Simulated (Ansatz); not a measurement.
# Relaxing a trial structure of CH2ClFSi

The starting geometry of this gas-phase singlet was optimised with GFN2-xTB; its bonds are those of `C=[Si](F)Cl`.

```xyz
6

C    -1.9426    2.6588   -1.2648
Cl   -1.3407   -0.5719   -2.2898
F     0.2866    1.6731   -2.8863
Si   -1.0671    1.3824   -2.0693
H    -2.8500    2.4741   -0.7219
H    -1.5875    3.6724   -1.2705
```

Q: Predict what it relaxes into with PBE0-D3(BJ)/pcseg-1.

A: It keeps its bonds, and is `C=[Si](F)Cl`.

The energy falls by 0.14 eV over 8 steps:

| step | E − E(last) (eV) |
| --- | --- |
| 1 | 0.137 |
| 2 | 0.018 |
| 3 | 0.002 |
| 4 | 0.001 |
| 5 | 0.001 |
| 6 | 0.000 |
| 7 | 0.000 |
| 8 | 0.000 |

Final geometry (Å):

```xyz
6

C    -1.9193    2.6255   -1.2799
Cl   -1.4560   -0.5265   -2.2107
F     0.3340    1.7152   -2.9014
Si   -1.0307    1.4469   -2.0844
H    -2.8323    2.3632   -0.7502
H    -1.5969    3.6646   -1.2761
```

Frequencies at the end are all real (lowest 180 cm⁻¹). Run with Ansatz 0.2.0, 17 s on 1 thread of Arm Neoverse V2, with other jobs on the host.
